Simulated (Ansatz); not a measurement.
Here is a job for Ansatz (an electronic-structure program).
Ansatz 0.2 input:
```yaml
crystal:
  periodic: [false, false, false]
  atoms:
    - {symbol: Cl, position_ang: [0.00000000, 0.00000000, 0.00000000]}
basis:
  gaussian:
    orbitals: 6-31G*
total_charge: 1
magnetization: {spin_polarized: true, initial_magnetization: 2}
correlation: {method: ccsd_t, diis_vectors: 4}
```

Task: What SCF-reference <S^2> does CCSD(T)/6-31G* (Ansatz) give?

Result: 2.006

Task: What is the computed total energy (CCSD(T)/6-31G*)?

Result: -459.120330 Ha

Task: Give the coupled-cluster correlation energy (without the perturbative part) at the level CCSD(T)/6-31G*.

Result: -0.1042 Eh

Task: What MP2 correlation energy does CCSD(T)/6-31G* give?

Result: -0.0855 Eh

Task: What number of basis functions does CCSD(T)/6-31G* give?

Result: 19
